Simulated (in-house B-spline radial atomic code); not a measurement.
The numbers below are computed, except where a source is named.
## W in an electron gas of r_s = 3: phase shifts, screening, friction and resistivity

A nucleus sits in a uniform electron gas with a rigid positive background. The Kohn-Sham equations are solved self-consistently in the spin-unpolarised LDA (PW92), non-relativistic, on B-splines with outgoing waves at the boundary and partial waves to l = 8. The model has no lattice, no bands and no magnetic solution. Atomic units; δ_l are the phase shifts at the Fermi level, counted so that each bound state adds π, and good to about 0.0005. Heavy atoms are models without relativity. A narrow, partly filled d or f resonance in a thin gas would split by spin, so such rows rest on a solution that is probably unstable.

The density parameter is r_s = 3 bohr, near that of the valence electrons of Ag (1 per atom, density 10.5 g/cm³, mass 107.87 u, which gives r_s = 3.02).

```tsv
l	δ_l (rad)
0	15.4750
1	12.4647
2	8.3197
3	3.1135
4	-0.0030
5	-0.0007
6	-0.0004
7	-0.0005
8	-0.0004
```

Bound levels below the band bottom (hartree): p -14.01, d -8.389, s -1.915, f -1.061, p -1.031 and deeper ones.

(1) Check the Friedel sum rule, and say where the screening charge sits.

(2) Find the transport cross section and the electronic stopping of a 10 keV W ion (mass 183.84 u).

(3) What residual resistivity would 1 atomic per cent of such centres give in Ag?

(4) On a substitutional site the background of one host ion, a sphere holding 1 charge, is taken out. The phase shifts for l = 0 to 4 become 15.3795, 12.4053, 8.0704, 3.1079, -0.0041. What follows?

Results:

(1) k_F = (9π/4)^(1/3)/r_s = 0.63972. The rule is Z = (2/π) Σ (2l + 1) δ_l. The terms are s 9.852, p 23.806, d 26.482, f 13.875 and -0.035 beyond, in all 73.980 against Z = 74. Bound states hold 10 s, 24 p, 20 d and 14 f electrons, so the scattering states carry 5.98 in all; where a term is smaller than its bound count, the bound level has drawn weight out of the band.

(2) σ_tr = (4π/k_F²) Σ (l + 1) sin²(δ_l − δ_(l+1)). The terms for l = 0 to 3 are 0.0171, 1.4223, 2.3260, 0.0025, all together 3.7680, so σ_tr = 30.707 × 3.7680 = 115.703 bohr². With n = 3/(4π r_s³) = 0.008842, the friction coefficient is Q = n k_F σ_tr = 0.6545. For v well below v_F = 0.640, dE/dx = Q v; with 24801 eV per u at v = 1, v = √(10000/(24801 × 183.84)) = 0.0468, so dE/dx = 0.03065 hartree/bohr = 15.8 eV/nm. The largest term couples the d and f waves.

(3) Δρ = k_F n_i σ_tr/n in atomic units of 21.74 μΩ·cm. With one host atom per 1 electron, n_i/n = 0.01/1, so Δρ = 0.6397 × 0.01000 × 115.703 × 21.74 = 16.09 μΩ·cm. This is an atom added to the gas, as on an interstitial site.

(4) The Friedel sum is now 72.98, for Z − 1 = 73. The sum in σ_tr is 4.5758, so σ_tr = 140.51 bohr² and Δρ = 19.54 μΩ·cm per atomic per cent, 1.21 times the value above. A real host ion scatters too, so this model doesn't give zero even for the host's own atom.
